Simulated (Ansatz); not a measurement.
Reactions of C2H6SSi2, SMILES `[SiH3][SiH]1C=CS1`.

Isolated molecules relaxed with PBE0-D4/def2-TZVP in Ansatz; ΔE leaves out vibrations. CCSD(T)/CBS adds triple-zeta CCSD(T) − MP2 to the extrapolated MP2 energy (def2 sets, frozen cores). This one scheme is used for every species, atoms too. No spin–orbit coupling; open shells (•) take unrestricted orbitals. Spin–orbit coupling would lower the free atoms: a little for C, S, Si. def2 core potentials past Kr. For Br, Sn outer-core shells are correlated without core-valence functions, so the limit isn't a true one: a few kJ/mol of doubt a bond, and 10 to 20 or more in all where bonds break to atoms. Scalar relativity is left out up to krypton. Each species was taken in one conformer, which may not be the lowest.

(1) Order these by ΔE at CCSD(T)/CBS, lowest first. (Estimate.)
A. `[SiH3][SiH]1C=CS1` + `OB(O)Br` → `OB(Br)O[SiH3]` + `C1=CS[SiH2]1`
B. `[SiH3][SiH]1C=CS1` → `C#C[SiH2]S[SiH3]`
C. `[SiH3][SiH]1C=CS1` + `N=C([SiH3])S` → `N=C([SiH3])S[SiH3]` + `C1=CS[SiH2]1`
D. `[SiH3][SiH]1C=CS1` → `[SiH3]C#CS[SiH3]`
E. `[SiH3][SiH]1C=CS1` + `[CH3][AlH][SnH3]` → `[SiH3][AlH][SnH3]` + `C[SiH]1C=CS1`
F. `[SiH3][SiH]1C=CS1` → 2 C• + 6 H• + S• + 2 Si•
G. `[SiH3][SiH]1C=CS1` + CH₄ → `C[SiH]1C=CS1` + SiH₄

Largest T1 diagnostic: 0.014, for `N=C([SiH3])S[SiH3]`.

Answers

(1) A (-20.3 kcal/mol), C (-10.3 kcal/mol), B (-5.9 kcal/mol), E (-2.1 kcal/mol), G (+0.8 kcal/mol), D (+17.9 kcal/mol), F (+926.3 kcal/mol).
